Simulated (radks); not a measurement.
Results of a calculation; reference values are marked as such.
Problem. Ba XLVIII, configuration [He] 2s2 2p5 (the NIST ground configuration). Code: a radial shooting solver on a logarithmic mesh with Libxc functionals. Model: Dirac Kohn-Sham, BLYP, spin-unpolarised, spherical densities, finite nucleus; open shells fill j = l - 1/2 first; Fermi nuclear charge, rms radius 4.8378 fm. Some entries of the table are withheld. Estimate them.

orbital,occ.,eigenvalue (hartree),r(max) (bohr)
1s1/2,2,(1),0.01641
2s1/2,2,(2),0.09173
2p1/2,2,(3),0.06983
2p3/2,3,(4),0.07470

Solution. 
(1) 1s1/2 eigenvalue (hartree): -1499.532
(2) 2s1/2 eigenvalue (hartree): -335.7847
(3) 2p1/2 eigenvalue (hartree): -325.9435
(4) 2p3/2 eigenvalue (hartree): -311.0321
